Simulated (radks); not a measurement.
Initial-state core-level shifts of neutral platinum when its valence configuration changes from [Xe] 4f14 5d9 6s1. Calculated with a radial shooting solver on a logarithmic mesh with Libxc functionals: Dirac Kohn-Sham, PBE, spin-unpolarised, spherical densities, finite nucleus; open shells are shared between the two j in proportion to 2j + 1; Fermi nuclear charge, rms radius 5.427 fm. Shifts are changes of the shell-averaged eigenvalues in eV (positive: less bound); the change of the density at the nucleus, which sets a Mossbauer isomer shift, is in e/bohr^3, on a base of 1.974e+06.

| valence | 2p | 3d | 4s | 4p | density at nucleus |
|---|---|---|---|---|---|
| 4f13.5 5d9.5 6s1 | -6.098 | -7.032 | -6.134 | -5.886 | +69.6 |
| 4f14 5d8 6s2 | -2.877 | -2.865 | -2.838 | -2.839 | +146.5 |
| 4f14 5d8.5 6s1.5 | -1.393 | -1.389 | -1.377 | -1.377 | +69.8 |
| 4f14 5d10 | +2.484 | +2.482 | +2.467 | +2.468 | -120.4 |
| 4f14 5d8 6p2 | -6.493 | -6.497 | -6.490 | -6.489 | -103.8 |
| 4f14 5d8 6s1 6p1 | -4.824 | -4.819 | -4.802 | -4.803 | +29.9 |
| 4f14 5d9 6p1 | -1.957 | -1.965 | -1.978 | -1.977 | -114.7 |
| 4f13 5d9 6s2 | -15.454 | -17.341 | -15.434 | -14.928 | +292.4 |
| 4f13 5d10 6s1 | -12.334 | -14.234 | -12.360 | -11.854 | +140.9 |
